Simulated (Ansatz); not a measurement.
The pair A = H3In (SMILES [InH3]) (first 4 atoms), B = NH3 (SMILES N); geometry from B3LYP-D3(BJ)/def2-TZVP.
(charge 0, multiplicity 1):
```xyz
8

In     0.6411     0.5716     0.7356
H      1.7057    -0.7881     0.5129
H     -0.7505     0.7307    -0.2988
H      1.2379     1.9805     1.5667
N     -0.5583    -0.3534     2.6348
H     -1.2680     0.2934     2.9614
H      0.0759    -0.5413     3.4036
H     -1.0152    -1.2229     2.3823
```

Cores are frozen in the correlated methods. Filled d and f shells under p-block atoms count as core.

Codes used: Ansatz (Gaussian basis) for Hartree–Fock, density functionals and correlated methods. Each number belongs to the level named beside it. In def2 rows elements past Kr take small-core potentials, without spin–orbit coupling.

Total energies (hartree), monomers frozen at their geometry in the pair:

| structure | HF/def2-SVPD | HF/def2-TZVPPD | MP2/def2-TZVPPD |
|---|---|---|---|
| AB | -247.0889502 | -247.1609702 | -247.4893773 |
| A in the pair's basis | -190.9032767 | -190.9114301 | -190.9993199 |
| B in the pair's basis | -56.1584604 | -56.2219262 | -56.4589489 |
| A | -190.9030482 | -190.9113977 | -190.9989889 |
| B | -56.1573574 | -56.2217914 | -56.4582928 |

**Question.** Work out the interaction energy without and with the counterpoise correction, and the superposition error, for each level.

**Answer.** 
E(AB) − E(A) − E(B), times 627.509 kcal/mol, with the monomers in their own basis and then in the pair's basis:
- HF/def2-SVPD: -17.91 uncorrected, -17.08 corrected; the monomers gain 0.84 kcal/mol from borrowed functions
- HF/def2-TZVPPD: -17.43 uncorrected, -17.33 corrected; the monomers gain 0.10 kcal/mol from borrowed functions
- MP2/def2-TZVPPD: -20.14 uncorrected, -19.52 corrected; the monomers gain 0.62 kcal/mol from borrowed functions

Ansatz is an electronic-structure program.
